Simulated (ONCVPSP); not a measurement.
**Configuration tests for F (ONCV)**

```json
{
 "Element": "F",
 "Generator": "ONCVPSP 4.0.1",
 "Type": "optimised norm-conserving Vanderbilt (ONCV)",
 "Functional": "PBE",
 "Relativity": "fully relativistic",
 "Frozen core": "[He]",
 "Valence charge": "7",
 "Reference configuration": "2s2 2p5",
 "Partial waves": "2s: rc 0.75 bohr, ncon 4, nbas 8, qcut 8.5 1/bohr, 2 projectors, debl 2 Ha; 2p: rc 1.50 bohr, ncon 4, nbas 7, qcut 7.1 1/bohr, 2 projectors, debl 3.9 Ha; d scattering state at 0.02 Ha: rc 1.55 bohr, ncon 4, nbas 7, qcut 5.5 1/bohr, 2 projectors, debl 0.5 Ha",
 "Local potential": "polynomial inside 0.60 bohr (lpopt 5, dvloc0 3 Ha)",
 "Core correction": "Teter function, fcfact 4.5, rcfact 1.35"
}
```

Open shells are filled in proportion to 2j + 1.

Energies are relative to the spin-unpolarised reference configuration 2s2 2p5; without spin polarisation the order of configurations can differ from experiment.

```csv
valence configuration,charge,ΔE all-electron (eV),error AE − PS (meV)
2s2 2p4,+1,19.390,+71
2s2 2p3,+2,57.775,+517
2s2 2p4.5,+0.5,7.543,+12
```

Question: What are ΔE and the potential's error for 2s2 2p2?

Answer: ΔE = 118.412 eV all-electron; the error (AE − PS) is +1864 meV.

Note: no bound ghost flagged; GHOST(+) flagged for d5/2 at 11.8 eV, d3/2 at 11.9 eV.
